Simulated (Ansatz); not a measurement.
Cost and result for the atomization energy of C$_{2}$H$_{2}$BCl (`ClB1C=C1`) (6 atoms, 6 bonds).

```xyz
6

Cl    2.2042   -1.2612   -0.1600
B     0.7082   -0.4052   -0.0514
C    -0.1802    0.5815    0.5621
C    -0.6508   -0.1060   -0.5018
H    -0.5248    1.3491    1.2418
H    -1.5565   -0.1582   -1.0907
```

Charge 0, multiplicity 1. All single points use the PBE0-D4/def2-TZVP geometry. Program: Ansatz. All runs use 2 threads of an Arm Neoverse V1 on a shared host. Times are those of one run each, without the atoms' runs, and a repeat can differ threefold. Electronic energies, without spin–orbit coupling; frozen cores. CCSD(T)/CBS adds CCSD(T) − MP2 in def2-TZVPP to the MP2 limit, and its time is that of the two runs behind it. T1 = 0.010. B3LYP takes the VWN-RPA correlation (the form of Gaussian; ORCA's B3LYP/G).

CCSD(T)/CBS is a level of theory with its own doubt, some kJ/mol a heavy atom from the limit and from the frozen cores, so smaller differences don't rank the functionals.

```
                            level  functions  wall time  atomization (kcal/mol)  difference from CCSD(T)/CBS  per bond
           LDA (SPW92)/def2-TZVPP        163      0.9 s                   703.6                        101.1      16.9
                 CCSD(T)/def2-SVP         70      0.9 s                   582.2                        -20.3      -3.4
             revPBE-D4/def2-TZVPP        163      1.5 s                   613.5                         11.0       1.8
  PBE-D4/def2-TZVPP (with forces)        163      1.9 s                   631.6                         29.1       4.8
              BHLYP-D4/def2-TZVPP        163      2.1 s                   588.6                        -13.9      -2.3
          CAM-B3LYP-D4/def2-TZVPP        163      2.4 s                   608.7                          6.2       1.0
B3LYP-D4/def2-TZVPP (with forces)        163      2.7 s                   606.8                          4.3       0.7
            r2SCANh-D4/def2-TZVPP        163      3.7 s                   611.5                          9.0       1.5
               CCSD(T)/def2-TZVPP        163      6.5 s                   587.6                        -14.9      -2.5
                B97M-V/def2-TZVPP        163      6.5 s                   617.3                         14.8       2.5
 ωB97M-V/def2-TZVPP (with forces)        163      7.5 s                   612.3                          9.8       1.6
                   MP2/def2-QZVPP        301      9.5 s                   618.9                         16.4       2.7
                CCSD(T)/CBS(def2)          –       16 s                   602.5                          0.0       0.0
```

At CCSD(T), def2-SVP lies −20.3 kcal/mol from the extrapolated value and def2-TZVPP −14.9 kcal/mol: correlation converges slowly with the basis, and small sets miss more of it in the bonded molecule than in its fragments. In def2-TZVPP, CCSD(T) changes the Hartree–Fock value by +131.9 kcal/mol (the triples alone add +11.7 kcal/mol) and MP2 by +154.5 kcal/mol; breaking electron pairs costs correlation energy, which Hartree–Fock lacks. From r2SCAN to r2SCAN0 (25 % exact exchange), in def2-TZVPP and without D4, the atomization energy moves by −9.9 kcal/mol: exact exchange takes away binding that semilocal exchange gives to molecules.
